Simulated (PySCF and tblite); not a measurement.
Results of a calculation; reference values are marked as such.
4 regioisomers of C₇H₁₁Cl:

```json
{"isomer": "A", "SMILES": "[Cl:1][C@@:2]12[CH2:3][CH2:4][CH2:5][CH2:6][C@@H:7]1[CH2:8]2"}
{"isomer": "B", "SMILES": "[Cl:1][C@H:2]1[C@@H:3]2[CH2:4][CH2:5][CH2:6][CH2:7][C@H:8]12"}
{"isomer": "C", "SMILES": "[Cl:1][C@@H:2]1[CH2:3][CH2:4][C@H:5]2[CH2:6][C@@H:7]2[CH2:8]1"}
{"isomer": "D", "SMILES": "[Cl:1][C@H:2]1[CH2:3][CH2:4][CH2:5][C@@H:6]2[CH2:7][C@H:8]12"}
```

Each isomer is a Boltzmann average at 298.15 K over at most 3 conformers: GFN2-xTB geometries, energies PBE0/pcSseg-1 (IEF-PCM, dimethylsulfoxide) (D3(BJ) added where defined), GFN2-xTB thermal terms. Programs: PySCF with density fitting and tblite.

Question: Rank the isomers by free energy at 298.15 K.

Answer: 
```json
{"isomer": "D", "ΔG (kcal/mol)": "0.0", "ΔE, lowest conformer": "0.0", "conformers": "3", "largest weight %": "78", "rms dipole (D)": "3.02"}
{"isomer": "A", "ΔG (kcal/mol)": "0.8", "ΔE, lowest conformer": "0.9", "conformers": "2", "largest weight %": "76", "rms dipole (D)": "3.02"}
{"isomer": "B", "ΔG (kcal/mol)": "2.2", "ΔE, lowest conformer": "2.6", "conformers": "1", "largest weight %": "100", "rms dipole (D)": "3.05"}
{"isomer": "C", "ΔG (kcal/mol)": "30.4", "ΔE, lowest conformer": "30.5", "conformers": "1", "largest weight %": "100", "rms dipole (D)": "2.87"}
```

ΔG is for one enantiomer.
